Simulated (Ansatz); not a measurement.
Name a neutral molecule of C, Ge, S and H with LUMO energy (B3LYP/def2-TZVPP) between -2.60 and -2.30 eV and ideal-gas entropy at 298 K and 1 bar (rigid rotor, harmonic PBE0-D4/def2-TZVP) between 307 and 323 J/(mol·K) (Ansatz, PBE0-D4/def2-TZVP geometry).

`C[S][GeH]` (-2.52 eV, 310 J/(mol·K)). Other molecules can fit too; these were computed, each in one conformer that needn't be the lowest.

B3LYP here is the variant with VWN-RPA as its local correlation; programs differ in this.
